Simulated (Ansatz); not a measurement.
Start from `BCl` and change one element to get `[Cl][GaH2]`.

Ansatz, PBE0-D4/def2-TZVP geometries, multiplicity 1. 

Scalar relativity is left out up to krypton.

```tsv
property	`BCl`
HOMO energy (B3LYP/def2-TZVPP) / eV	-8.42
LUMO energy (ωB97M-V/def2-TZVPP) / eV	0.20
ideal-gas entropy at 298 K and 1 bar (rigid rotor, harmonic PBE0-D4/def2-TZVP) / J/(mol·K)	234
HOMO–LUMO gap (PBE/def2-TZVPP) / eV	4.43
HOMO–LUMO gap (ωB97M-V/def2-TZVPP) / eV	11.13
LUMO energy (PBE0/def2-TZVPP) / eV	-1.82
```

(1) What does the change do to each property? (Estimate.)

Answers

(1) Ansatz gave: 
```tsv
property	`[Cl][GaH2]`	shift
HOMO energy (B3LYP/def2-TZVPP) / eV	-8.21	0.21
LUMO energy (ωB97M-V/def2-TZVPP) / eV	-0.10	-0.30
ideal-gas entropy at 298 K and 1 bar (rigid rotor, harmonic PBE0-D4/def2-TZVP) / J/(mol·K)	265	31
HOMO–LUMO gap (PBE/def2-TZVPP) / eV	4.50	0.07
HOMO–LUMO gap (ωB97M-V/def2-TZVPP) / eV	10.56	-0.57
LUMO energy (PBE0/def2-TZVPP) / eV	-1.83	-0.01
```

B3LYP here is the variant with VWN-RPA as its local correlation; programs differ in this.
